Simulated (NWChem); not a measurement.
SiH₄O; SMILES [SiH3]O

Results from NWChem. Medium grid unless said otherwise, to which SCAN and Minnesota functionals are sensitive. Geometry: optimised at PBE0/def2-SVP. Hybrids' shares of exact exchange are those that their runs print; pure functionals count as 0. The functionals differ in more than this share.

| row | share of exact exchange | orbital gap (eV) |
|---|---|---|
| PBE/def2-SVP | 0.00 | 6.63 |
| M06-L/def2-SVP | 0.00 | 7.70 |
| B3LYP/def2-SVP | 0.20 | 8.65 |
| B3PW91/def2-SVP | 0.20 | 8.80 |
| B97-2/def2-SVP | 0.21 | 8.94 |
| M06/def2-SVP | 0.27 | 9.24 |
| PW6B95/def2-SVP | 0.28 | 9.31 |
| BHandHLYP/def2-SVP | 0.50 | withheld |

**Question.** Fit a straight line of the last column on the one before it, predict the withheld value, and compare with the run.

**Answer.** 
1. Means of the 7 shown rows: x = 0.166, y = 8.467. Slope Σ(x − x̄)(y − ȳ)/Σ(x − x̄)² = 0.6471/0.08317 = 7.780; intercept 7.178.
2. The shown rows scatter about the line by 0.294 (root mean square); the largest residual is -0.55, at PBE/def2-SVP.
3. At x = 0.50 (BHandHLYP/def2-SVP; beyond the shown range) the line gives 11.07.
4. The run gives 11.58, +0.51 from the line, 1.7 times the scatter.
